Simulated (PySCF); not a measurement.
Job for PySCF: U-HF/LANL2DZ on hydrogen selenide (SMILES [SeH2]), a point of a bond scan (R = 1.985 Å).

```python
from pyscf import gto, scf, dft, mp
from pyscf.data.elements import chemcore

mol = gto.M(
    atom='''
    Se    0.00006887    0.05705775    0.00248776
    H    -1.42091182   -1.32797355   -0.05243548
    H     1.05016787   -0.97107215   -0.04638768
    ''',
    basis='lanl2dz',
    ecp={'Se': 'lanl2dz'},
    charge=0, spin=0, verbose=3, max_memory=1800)
mf = scf.UHF(mol)
mf.conv_tol = 1e-8
mf.max_cycle = 100
mf.init_guess_breaksym = True
mf.kernel()
if not mf.converged:
    mf = mf.newton().run(mf.mo_coeff, mf.mo_occ)
for _ in range(4):
    mo, _, stable, _ = mf.stability(return_status=True)
    if stable:
        break
    mf.kernel(mf.make_rdm1(mo, mf.mo_occ))
```

Predict the final total energy.

-10.1012 hartree. Its determinant has ⟨S²⟩ = 0.29, a mixture of spin states.
